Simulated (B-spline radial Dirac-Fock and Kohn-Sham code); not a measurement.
# Binding energies of Co at several levels of theory

System: the free cobalt atom, [Ar] 3d6 4s2 4p1 (an excited configuration).

The density-functional columns are spherical, spin-unpolarised Dirac-Kohn-Sham results without Breit or QED terms: −ε is minus the orbital energy of the initial state and ΔSCF the difference of two total energies. The reference in the last column comes from Dirac-Fock energy differences between relaxed states, corrected for Breit and QED terms. All numbers are from a radial finite-basis atomic code, in eV; a selection of levels is shown. The Kohn-Sham columns are given as differences from the reference. For the 1s level of heavy atoms much of the gap between ΔSCF and the reference is the Breit and QED part, -12.8 eV here; for other levels the error of the functional can be larger.

```
     level  LDA −ε − DF  LDA ΔSCF − DF  Dirac-Fock
    K (1s)       -149.1          +12.1      7732.2
   L1 (2s)        -47.8          -22.8       953.6
L2 (2p1/2)        -31.3           -0.9       819.3
L3 (2p3/2)        -31.7           -1.7       804.8
   M1 (3s)        -18.5           -9.8       128.3
M2 (3p1/2)        -11.4           -2.9       85.89
M3 (3p3/2)        -11.4           -3.0       84.03
 M4,5 (3d)         -5.3           +2.3       20.73
   N1 (4s)         -1.8           +1.9        9.81
 N2,3 (4p)         -2.5           +0.4        5.24
```

Values without a named source are computed, but for edge energies of neutral atoms, which are taken from tables.
